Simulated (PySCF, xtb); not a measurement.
GeOF2, SMILES [O]=[Ge]([F])[F].

Harmonic wavenumbers (cm⁻¹) from GFN2-xTB (xtb) at its own minimum, in rising order: 172, 191, 197, 489, 523, 945.

Question: What does B3LYP-D3(BJ)/def2-SVP in PySCF give at its own minimum? (The exact figures need the calculation; the answer reports its results.)

Answer: 212, 228, 256, 720, 752, 1003. Paired by order, the mean absolute difference is 109 cm⁻¹ and the zero-point energies are 3.6 and 4.5 kcal/mol.
